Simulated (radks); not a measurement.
Valence configurations of O2+ (all share [He]). Method: scalar-relativistic Kohn-Sham, r2SCAN, spin-polarised, spherical densities, finite nucleus; open shells are filled with parallel spins first; meta-GGA in the generalised Kohn-Sham scheme; Fermi nuclear charge, rms radius 2.6991 fm; computed with a radial shooting solver on a logarithmic mesh with Libxc functionals. Energies are relative to 2s2 2p2; eigenvalues in eV for spin up.

| valence | E (eV) | moment (Bohr magnetons) | e(2p) | e(2s) |
|---|---|---|---|---|
| 2s2 2p2 | 0.000 | 2 | -45.759 | -61.957 |
| 2p4 | 32.625 | 2 | -45.420 | - |
| 2s1 2p3 | 5.743 | 4 | -46.822 | -63.095 |
| 2s1.5 2p2.5 | 4.050 | 3 | -46.467 | -62.737 |
| 2s0.5 2p3.5 | 20.226 | 3 | -46.327 | -62.611 |

NIST lists [He] 2s2 2p2 as the ground configuration; this level of theory agrees among the configurations tried. The energies are those of spherical high-spin densities, not of single terms.
